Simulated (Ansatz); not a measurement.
Relaxation of Si₂Au₄⁻ with UKS r2SCAN-D4/def2-SVPD.

```sh
$ ansatz run in.yaml --threads 4 --pin off --events-out ev --progress --plain --max-ram 4787MiB
```

```yaml
crystal:
  periodic: [false, false, false]
  atoms:
    - {symbol: Au, position_ang: [-0.799420, -2.350460, 3.222890]}
    - {symbol: Au, position_ang: [1.605240, 1.011110, -1.942440]}
    - {symbol: Au, position_ang: [3.330820, 0.876250, -3.843170]}
    - {symbol: Au, position_ang: [0.204260, 1.395600, 0.243980]}
    - {symbol: Si, position_ang: [-2.409250, -1.158310, 1.975620]}
    - {symbol: Si, position_ang: [-1.931640, 0.225800, 0.343110]}
basis:
  gaussian: {orbitals: def2-SVPD}
total_charge: -1
magnetization: {spin_polarized: true, initial_magnetization: 1}
hamiltonian: {xc: r2scan, dispersion: d4}
scf: {lower_state_search: "off"}
output: {orbitals: {seedname: orbitals}}
relax: {f_tol: 0.02, max_steps: 100}
```

Run time 5.4 min (4 threads of Arm Neoverse V1 on a shared host).

Positions (Å) and forces (eV/Å) at steps 1, 2, 3, 4, 5, 6, 7, 8, 9, 10, 11, 12, 13, 14, 15, 16, 17, 18, 19, 20, 21, 22, 25 of 25:

```xyz
6
step=1 energy=-30532.7313 eV
Au   -0.799   -2.350    3.223   -0.293    0.333   -0.370
Au    1.605    1.011   -1.942   -0.021    0.088    0.103
Au    3.331    0.876   -3.843   -0.075   -0.004    0.066
Au    0.204    1.396    0.244   -0.639   -0.524   -0.092
Si   -2.409   -1.158    1.976    0.067   -0.633    0.849
Si   -1.932    0.226    0.343    0.961    0.739   -0.556
6
step=2 energy=-30532.8588 eV
Au   -0.771   -2.265    3.142    0.025    0.083   -0.149
Au    1.588    1.035   -1.895    0.083   -0.003   -0.177
Au    3.283    0.872   -3.804    0.037    0.010   -0.036
Au    0.199    1.280    0.254   -0.243   -0.095    0.307
Si   -2.427   -1.137    1.993   -0.160   -0.091    0.350
Si   -1.872    0.215    0.310    0.258    0.096   -0.295
6
step=3 energy=-30532.9574 eV
Au   -0.712   -2.146    3.000    0.040    0.066   -0.124
Au    1.569    1.042   -1.870   -0.018   -0.025    0.002
Au    3.256    0.891   -3.788    0.019    0.028   -0.023
Au    0.215    1.160    0.345    0.208    0.060    0.165
Si   -2.517   -1.058    2.066   -0.004    0.167    0.001
Si   -1.811    0.111    0.246   -0.245   -0.296   -0.021
6
step=4 energy=-30533.0434 eV
Au   -0.648   -2.041    2.849   -0.058    0.154   -0.151
Au    1.543    1.022   -1.821   -0.025   -0.037    0.088
Au    3.221    0.914   -3.756   -0.023    0.034    0.007
Au    0.233    1.051    0.441    0.035   -0.097    0.064
Si   -2.553   -0.937    2.127    0.179    0.110   -0.079
Si   -1.796   -0.009    0.159   -0.109   -0.164    0.072
6
step=5 energy=-30533.1315 eV
Au   -0.573   -1.924    2.711    0.005    0.163   -0.148
Au    1.521    0.982   -1.746   -0.032   -0.033    0.108
Au    3.172    0.938   -3.712   -0.036    0.032    0.028
Au    0.229    0.913    0.531   -0.061   -0.195    0.011
Si   -2.532   -0.829    2.145    0.103    0.098   -0.076
Si   -1.817   -0.080    0.071    0.020   -0.065    0.077
6
step=6 energy=-30533.2272 eV
Au   -0.501   -1.799    2.580    0.043    0.190   -0.166
Au    1.500    0.946   -1.678   -0.050   -0.032    0.127
Au    3.127    0.960   -3.668   -0.033    0.031    0.032
Au    0.223    0.768    0.606   -0.010   -0.213   -0.005
Si   -2.518   -0.744    2.150    0.034    0.081   -0.052
Si   -1.831   -0.132    0.010    0.016   -0.058    0.064
6
step=7 energy=-30533.3137 eV
Au   -0.436   -1.665    2.454    0.034    0.105   -0.083
Au    1.479    0.915   -1.620   -0.068   -0.019    0.135
Au    3.087    0.982   -3.627   -0.027    0.029    0.031
Au    0.227    0.627    0.667    0.104   -0.117   -0.102
Si   -2.519   -0.681    2.152   -0.033    0.062   -0.027
Si   -1.838   -0.177   -0.027   -0.010   -0.060    0.047
6
step=8 energy=-30533.3351 eV
Au   -0.460   -1.545    2.390   -0.103   -0.211    0.190
Au    1.477    0.916   -1.611    0.048   -0.012    0.003
Au    3.072    1.055   -3.626   -0.015    0.042   -0.005
Au    0.310    0.455    0.657    0.168    0.215   -0.248
Si   -2.591   -0.606    2.188   -0.031    0.044   -0.074
Si   -1.808   -0.275    0.002   -0.068   -0.078    0.134
6
step=9 energy=-30533.3868 eV
Au   -0.565   -1.516    2.441   -0.014   -0.065   -0.038
Au    1.574    0.928   -1.661    0.052   -0.064   -0.018
Au    3.120    1.174   -3.705   -0.019    0.051    0.017
Au    0.371    0.348    0.558    0.044    0.099   -0.084
Si   -2.687   -0.549    2.266   -0.028    0.090   -0.127
Si   -1.813   -0.385    0.100   -0.036   -0.111    0.249
6
step=10 energy=-30533.4608 eV
Au   -0.654   -1.498    2.391    0.076   -0.124   -0.059
Au    1.664    0.847   -1.700    0.112    0.012   -0.115
Au    3.154    1.306   -3.760   -0.051    0.004    0.076
Au    0.402    0.341    0.498   -0.079    0.060   -0.025
Si   -2.773   -0.465    2.343   -0.077    0.143   -0.114
Si   -1.794   -0.530    0.228    0.018   -0.095    0.237
6
step=11 energy=-30533.4723 eV
Au   -0.696   -1.556    2.326    0.066   -0.171    0.422
Au    1.732    0.834   -1.716    0.069    0.026   -0.120
Au    3.186    1.364   -3.789   -0.041   -0.011    0.099
Au    0.363    0.384    0.440   -0.084    0.041    0.008
Si   -2.815   -0.342    2.394    0.256   -0.020   -0.128
Si   -1.770   -0.684    0.345   -0.266    0.135   -0.281
6
step=12 energy=-30533.5364 eV
Au   -0.686   -1.621    2.354    0.027   -0.074    0.042
Au    1.703    0.818   -1.707    0.010    0.031   -0.052
Au    3.205    1.378   -3.729   -0.003   -0.008    0.050
Au    0.247    0.432    0.409   -0.195   -0.057    0.021
Si   -2.658   -0.234    2.389    0.102    0.070   -0.098
Si   -1.812   -0.773    0.284    0.059    0.039    0.037
6
step=13 energy=-30533.5869 eV
Au   -0.692   -1.699    2.363   -0.064   -0.020   -0.007
Au    1.656    0.841   -1.701   -0.029   -0.005    0.032
Au    3.228    1.379   -3.676    0.008    0.006    0.027
Au    0.137    0.456    0.383   -0.096    0.040   -0.015
Si   -2.518   -0.098    2.367    0.226   -0.003   -0.203
Si   -1.811   -0.878    0.264   -0.045   -0.018    0.166
6
step=14 energy=-30533.6538 eV
Au   -0.714   -1.772    2.363   -0.023   -0.061    0.027
Au    1.627    0.847   -1.682   -0.054    0.000    0.078
Au    3.237    1.383   -3.630    0.024    0.010    0.006
Au    0.031    0.502    0.359   -0.168    0.002   -0.008
Si   -2.365    0.017    2.330    0.250    0.011   -0.268
Si   -1.815   -0.977    0.261   -0.030    0.039    0.165
6
step=15 energy=-30533.7361 eV
Au   -0.738   -1.838    2.372   -0.043   -0.037    0.018
Au    1.607    0.859   -1.650   -0.072    0.013    0.098
Au    3.235    1.383   -3.591    0.040    0.015   -0.011
Au   -0.073    0.532    0.334   -0.091    0.053    0.020
Si   -2.209    0.116    2.274    0.273    0.011   -0.266
Si   -1.821   -1.052    0.262   -0.107   -0.055    0.141
6
step=16 energy=-30533.8121 eV
Au   -0.777   -1.898    2.387   -0.030   -0.011    0.020
Au    1.588    0.889   -1.618   -0.056    0.039    0.090
Au    3.236    1.383   -3.558    0.044    0.017   -0.027
Au   -0.163    0.553    0.307    0.005    0.035   -0.011
Si   -2.047    0.205    2.212    0.184   -0.040   -0.242
Si   -1.838   -1.131    0.272   -0.147   -0.040    0.169
6
step=17 energy=-30533.8636 eV
Au   -0.820   -1.927    2.424   -0.042    0.031    0.020
Au    1.604    0.983   -1.584   -0.020    0.046    0.069
Au    3.255    1.404   -3.554    0.016    0.010   -0.010
Au   -0.209    0.469    0.249    0.157    0.016   -0.215
Si   -1.892    0.296    2.132   -0.016   -0.126   -0.025
Si   -1.938   -1.225    0.332   -0.095    0.023    0.160
6
step=18 energy=-30533.8830 eV
Au   -0.876   -1.963    2.503    0.033    0.040   -0.016
Au    1.642    1.049   -1.585   -0.058    0.026   -0.013
Au    3.323    1.450   -3.554   -0.049   -0.002    0.072
Au   -0.302    0.422    0.078    0.237   -0.036   -0.030
Si   -1.763    0.315    2.129   -0.025    0.000   -0.048
Si   -2.025   -1.273    0.428   -0.137   -0.028    0.034
6
step=19 energy=-30533.9028 eV
Au   -0.874   -1.923    2.502   -0.012    0.007    0.018
Au    1.636    1.111   -1.584   -0.007   -0.026   -0.014
Au    3.332    1.492   -3.539   -0.035    0.002    0.050
Au   -0.229    0.245    0.056   -0.067    0.030    0.070
Si   -1.718    0.368    2.084    0.075   -0.142   -0.229
Si   -2.147   -1.294    0.480    0.045    0.129    0.105
6
step=20 energy=-30533.9091 eV
Au   -0.878   -1.918    2.526   -0.013    0.000    0.001
Au    1.617    1.054   -1.618   -0.021    0.000    0.027
Au    3.349    1.557   -3.490    0.052    0.020   -0.052
Au   -0.246    0.210    0.012   -0.043   -0.031    0.011
Si   -1.654    0.384    2.045    0.028    0.079    0.076
Si   -2.188   -1.287    0.525   -0.003   -0.067   -0.063
6
step=21 energy=-30533.9109 eV
Au   -0.906   -1.918    2.549   -0.001   -0.001    0.009
Au    1.606    1.013   -1.659    0.018    0.000   -0.024
Au    3.382    1.615   -3.487   -0.052   -0.014    0.055
Au   -0.252    0.180    0.001    0.031    0.008   -0.040
Si   -1.629    0.397    2.053   -0.001   -0.007   -0.003
Si   -2.201   -1.287    0.543    0.005    0.014    0.003
6
step=22 energy=-30533.9118 eV
Au   -0.922   -1.916    2.565   -0.001   -0.001    0.001
Au    1.605    0.996   -1.669    0.013   -0.002   -0.019
Au    3.379    1.641   -3.475   -0.013   -0.001    0.016
Au   -0.247    0.157   -0.017    0.001    0.009    0.009
Si   -1.608    0.404    2.046    0.006    0.001   -0.007
Si   -2.206   -1.282    0.550   -0.006   -0.006   -0.001
6
step=25 energy=-30533.9123 eV
Au   -0.946   -1.908    2.588    0.004    0.002   -0.001
Au    1.605    0.909   -1.717   -0.001    0.001   -0.002
Au    3.384    1.720   -3.446   -0.003   -0.001    0.003
Au   -0.248    0.130   -0.036    0.013   -0.002   -0.001
Si   -1.580    0.420    2.044   -0.004    0.002    0.003
Si   -2.215   -1.270    0.566   -0.009   -0.002   -0.002
```

In the def2 sets Au takes a core potential; there is no spin–orbit coupling. Another isomer (doublet) lies 0.58 eV lower at PBE0-D4/def2-TZVPD; other spin states weren't run for this one.
